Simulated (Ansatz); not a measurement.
The same path of ClH3Sn + F (6 atoms, charge 0, multiplicity 2) was run twice with different band settings. Lost on the way: Sn1–H2. Made: H2–F6.

Computed with Ansatz, UHF/def2-SVP.

Relaxed end points:

```xyz
6
Properties=species:S:1:pos:R:3
Sn -0.041 0.000 -0.203
H 0.052 0.000 1.493
Cl 2.188 0.000 -0.992
H -0.762 1.414 -0.814
H -0.762 -1.414 -0.814
F -0.042 0.000 4.569
```

```xyz
6
Properties=species:S:1:pos:R:3
Sn 0.630 0.000 -0.213
H -0.411 -0.007 3.528
Cl 1.684 0.002 -2.355
H -0.318 1.425 -0.187
H -0.319 -1.424 -0.188
F -0.633 0.003 2.653
```

Common settings: movable images 5; climbing image yes; spring 5.0 eV/Å²; optimiser quadratic models (default); start path through a guess of the saddle point; iteration limit 60; end points relaxed.

| run | force threshold |
| --- | --- |
| 1 | 0.05 eV/Å |
| 2 | 0.2 eV/Å |

**Question.** What does each run give, and how far can it be trusted?

**Answer.** Run 1: converged after 33 iterations, highest image 0.503 eV above the first end. Beside the main top the profile has a ripple of under 15 meV (maxima at images 2, 4), which may be a very shallow well or noise. Neighbouring images differ by up to 2.1 eV, so the band resolves the path poorly. A vibrational analysis at the climbing image gives one clearly imaginary mode, 1780i cm⁻¹, and a faint second one (19i cm⁻¹) that may be numerical noise or a soft torsion: probably a first-order saddle point.
Run 2: converged after 27 iterations, highest image 0.535 eV above the first end. The threshold of 0.2 eV/Å is loose, so the images may lie well off the minimum-energy path. Neighbouring images differ by up to 2.0 eV, so the band resolves the path poorly. The order of the stationary point at the top wasn't checked.
